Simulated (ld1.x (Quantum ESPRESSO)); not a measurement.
Before and after: TM potential for cobalt (Co)

```json
{"Element": "cobalt (Co)", "Generator": "ld1.x (Quantum ESPRESSO) 7.5", "Type": "norm-conserving Troullier–Martins (Kleinman–Bylander form)", "Functional": "LDA (PZ)", "Relativity": "scalar-relativistic", "Frozen core": "[Ar]", "Valence charge": "9", "Reference configuration": "3d7 4s0 4p0 (charge +2)", "Partial waves": "4s (bound, empty): rc 1.95 bohr; 4p (bound, empty): rc 2.20 bohr; 3d (bound): rc 1.00 bohr", "Local potential": "all-electron potential smoothed inside 0.80 bohr (lloc = -1)", "Core correction": "none"}
```

All-electron outer shells of the reference configuration (LDA (PZ), scalar-relativistic, ld1.x):

| shell | level (eV) | outermost node (bohr) | outermost maximum (bohr) |
| --- | --- | --- | --- |
| 3p | -84.69 | 0.28 | 0.68 |
| 3d | -27.39 | – | 0.66 |
| 4s | -21.11 | 0.95 | 2.07 |
| 4p | -14.70 | 1.03 | 2.47 |

Change: core correction a·sin(br)/r model core inside 0.52 bohr.

Cutoffs: the cutoffs (Ry, on a coarse ladder) from which the occupation-weighted sum of valence levels, in a spherical-Bessel basis at the reference potential, stays within 10 and 1 mRy of its value at 400 Ry; they do not see the model core or the augmentation charge, which bear on the density cutoff. Errors are all-electron minus pseudo energies relative to the spin-unpolarised reference configuration.

Q: What does the change do?

A: The potential gets neither clearly harder nor softer (200 Ry and 300 Ry → 200 Ry and 300 Ry); both files keep a bound ghost (p, s); of the 9 tests that both files solve, the error grows in 3 and shrinks in 6 by more than 15 % and 0.3 meV (median size 142.2 → 102.4 meV). A model core, the more so a compact one, raises the density cutoff, which this test does not measure.

```tsv
quantity	base	changed
cutoff, loose	200 Ry	200 Ry
cutoff, tight	300 Ry	300 Ry
bound ghosts	s, p	s, p
error for 3d7 4s2 4p0, meV [ΔE -26.38 eV]	+40	-32
error for 3d7 4s1 4p0, meV [ΔE -17.08 eV]	+17	-13
error for 3d6 4s0 4p0, meV [ΔE 36.19 eV]	-142	-255
error for 3d5 4s0 4p0, meV [ΔE 91.84 eV]	-835	-1415
error for 3d8 4s1 4p0, meV [ΔE -27.62 eV]	+64	-22
error for 3d6 4s2 4p0, meV [ΔE -10.92 eV]	-317	-423
error for 3d7 4s1 4p1, meV [ΔE -21.95 eV]	+25	-20
error for 3d7 4s0 4p0 (spin-polarised), meV [ΔE -2.07 eV]	+1995	+124
error for 3d7 4s2 4p0 (spin-polarised), meV [ΔE -28.36 eV]	+2074	+102
s: phases at 2.39 bohr within 0.05 rad from the reference energy up to (Ry; the scan ends near 5)	1.0	1.0
p: phases at 2.39 bohr within 0.05 rad from the reference energy up to (Ry; the scan ends near 5)	2.9	2.9
d: phases at 2.39 bohr within 0.05 rad from the reference energy up to (Ry; the scan ends near 5)	to the end of the scan	to the end of the scan
```

Base: These tests converged, but a pseudo level misses the all-electron one widely, so the file describes the atom poorly there or has found another state: 3d6 4s0 4p0: empty 4p by 3.7 eV (a node warning on the way); 3d5 4s0 4p0: empty 4s by 7.9 eV (a node warning on the way). Changed file: These tests converged, but a pseudo level misses the all-electron one widely, so the file describes the atom poorly there or has found another state: 3d6 4s0 4p0: empty 4p by 4.0 eV (a node warning on the way). A true bound ghost makes a file unfit for plane-wave use even where its test errors are small: the radial tests pick states by their node count and pass the ghost by.
